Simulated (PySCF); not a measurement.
C6H14FGaS.
SMILES with atom numbers: `[CH2:1]=[CH:2][CH2:3][CH2:4][C@@H:5]([F:6])[S@+:7]([CH3:8])[GaH3-:9]` (hydrogens: H10, H11 on C1; H12 on C2; H13, H14 on C3; H15, H16 on C4; H17 on C5; H18, H19, H20 on C8; H21, H22, H23 on Ga9)

Geometry (PBE0-D3(BJ)/def2-SVP, Å), atoms numbered from 1 in this order:
```xyz
23
C6H14FGaS angstrom
C      3.2602   -1.4985    0.0375
C      2.6389   -0.4625    0.6001
C      2.2531    0.7931   -0.1168
C      0.7795    1.1858    0.0127
C     -0.1760    0.1519   -0.5446
F     -0.2255   -0.9353    0.2747
S     -1.8648    0.8107   -0.7954
C     -2.3941    1.0427    0.9156
Ga    -3.1199   -1.2793   -1.4818
H      3.5287   -2.3861    0.6155
H      3.5218   -1.4993   -1.0258
H      2.3864   -0.5076    1.6671
H      2.5197    0.7080   -1.1839
H      2.8497    1.6332    0.2819
H      0.5215    1.3584    1.0713
H      0.6078    2.1350   -0.5180
H      0.1192   -0.1796   -1.5552
H     -2.1428    0.1448    1.4951
H     -3.4851    1.1619    0.8889
H     -1.9370    1.9424    1.3482
H     -2.0270   -1.7664   -2.5154
H     -3.2130   -1.9765   -0.0689
H     -4.4071   -0.5485   -2.0337
```

Computed with PySCF, PBE0-D3(BJ)/def2-SVP geometry optimisation, gas phase.

Masses are those of the commonest isotopes; rigid-rotor values at the optimised geometry. The values belong to one conformer with, in the numbering `[CH2:1]=[CH:2][CH2:3][CH2:4][C@@H:5]([F:6])[S@+:7]([CH3:8])[GaH3-:9]`, C1–C2–C3–C4 127°, C2–C3–C4–C5 -61°, C3–C4–C5–F6 73°, C4–C5–S7–C8 -69°.

Problem. What are A, B and C (MHz)?

Solution. Ia = 300.71, Ib = 1177.14, Ic = 1347.02 u·Å²; 505379 MHz·u·Å²/I gives A = 1681, B = 429.3, C = 375.2 MHz.

Problem. What kind of rotor is it?

Solution. A near-prolate asymmetric top; Ray's κ = -0.917.

Problem. What does the inertial defect say?

Solution. Not planar: Δ = Ic − Ia − Ib = -130.83 u·Å². For a rigid frame Δ = −2 Σ m c², so Σ m c² = 65.42 u·Å² lies off the ab plane: 20.47 from hydrogen and 44.95 from heavier atoms. The atom farthest from that plane is 1.93 Å away.

Problem. Give the other two planar moments, Paa and Pbb, and the rms extents of the mass along the axes.

Solution. Paa = Σ m a² = (Ib + Ic − Ia)/2 = 1111.73 and Pbb = Σ m b² = (Ia + Ic − Ib)/2 = 235.30 u·Å². With the mass M = 206.01 u, the rms extents √(P/M) along a, b and c are 2.32, 1.07, 0.56 Å.

Problem. List the rotational levels J(Ka,Kc) to J = 5 (cm⁻¹).

Solution. Above 0(0,0):
J = 1: 1(0,1) 0.0268, 1(1,1) 0.0686, 1(1,0) 0.0704
J = 2: 2(0,2) 0.0804, 2(1,2) 0.1204, 2(1,1) 0.1259, 2(2,1) 0.2511, 2(2,0) 0.2511
J = 3: 3(0,3) 0.1607, 3(1,3) 0.1982, 3(1,2) 0.2090, 3(2,2) 0.3316, 3(2,1) 0.3319, 3(3,1) 0.5448, 3(3,0) 0.5448
J = 4: 4(0,4) 0.2675, 4(1,4) 0.3018, 4(1,3) 0.3199, 4(2,3) 0.4389, 4(2,2) 0.4397, 4(3,2) 0.6523, 4(3,1) 0.6523, 4(4,1) 0.9507, 4(4,0) 0.9507
J = 5: 5(0,5) 0.4005, 5(1,5) 0.4312, 5(1,4) 0.4583, 5(2,4) 0.5729, 5(2,3) 0.5749, 5(3,3) 0.7866, 5(3,2) 0.7867, 5(4,2) 1.0850, 5(4,1) 1.0850, 5(5,1) 1.4686, 5(5,0) 1.4686

Problem. Which types of transition are allowed, and where do some lines up to J = 2 fall?

Solution. The dipole components are |μa| = 3.98 D, |μb| = 3.55 D, |μc| = 0.02 D. The squared components, which scale the intensities, stand as 1.00 : 0.80 : 0.00 (a : b : c). Some lines, for components of 0.1 D or more:

```json
{"type": "b", "branch": "R", "J(Ka,Kc)": "2(0,2) ← 1(1,1)", "MHz": "356", "lower level (cm⁻¹)": "0.069"}
{"type": "a", "branch": "R", "J(Ka,Kc)": "1(0,1) ← 0(0,0)", "MHz": "805", "lower level (cm⁻¹)": "0.000"}
{"type": "b", "branch": "Q", "J(Ka,Kc)": "1(1,0) ← 1(0,1)", "MHz": "1305", "lower level (cm⁻¹)": "0.027"}
{"type": "b", "branch": "Q", "J(Ka,Kc)": "2(1,1) ← 2(0,2)", "MHz": "1361", "lower level (cm⁻¹)": "0.080"}
{"type": "a", "branch": "R", "J(Ka,Kc)": "2(1,2) ← 1(1,1)", "MHz": "1555", "lower level (cm⁻¹)": "0.069"}
{"type": "a", "branch": "R", "J(Ka,Kc)": "2(0,2) ← 1(0,1)", "MHz": "1607", "lower level (cm⁻¹)": "0.027"}
{"type": "a", "branch": "R", "J(Ka,Kc)": "2(1,1) ← 1(1,0)", "MHz": "1663", "lower level (cm⁻¹)": "0.070"}
{"type": "b", "branch": "R", "J(Ka,Kc)": "1(1,1) ← 0(0,0)", "MHz": "2056", "lower level (cm⁻¹)": "0.000"}
{"type": "b", "branch": "R", "J(Ka,Kc)": "2(1,2) ← 1(0,1)", "MHz": "2806", "lower level (cm⁻¹)": "0.027"}
{"type": "b", "branch": "Q", "J(Ka,Kc)": "2(2,0) ← 2(1,1)", "MHz": "3756", "lower level (cm⁻¹)": "0.126"}
{"type": "b", "branch": "Q", "J(Ka,Kc)": "2(2,1) ← 2(1,2)", "MHz": "3916", "lower level (cm⁻¹)": "0.120"}
{"type": "b", "branch": "R", "J(Ka,Kc)": "2(2,1) ← 1(1,0)", "MHz": "5417", "lower level (cm⁻¹)": "0.070"}
{"type": "b", "branch": "R", "J(Ka,Kc)": "2(2,0) ← 1(1,1)", "MHz": "5473", "lower level (cm⁻¹)": "0.069"}
```

Problem. Estimate the classical rotational partition function at 50 K, 200 K and 298.15 K.

Solution. Point group C1, symmetry number σ = 1; q = (√π/σ)·√((kT/h)³/(ABC)), k/h = 20836.6 MHz/K: 115000 at 50 K, 916000 at 200 K, 1670000 at 298.15 K.

Whether it is a minimum is left open (no frequencies). These are rigid-rotor constants of the computed structure; measured ground-state constants (B0) also hold zero-point vibration. A rigid rotor knows nothing of internal rotation, which can split or shift real lines. Quadrupole hyperfine structure (69Ga) is left out.
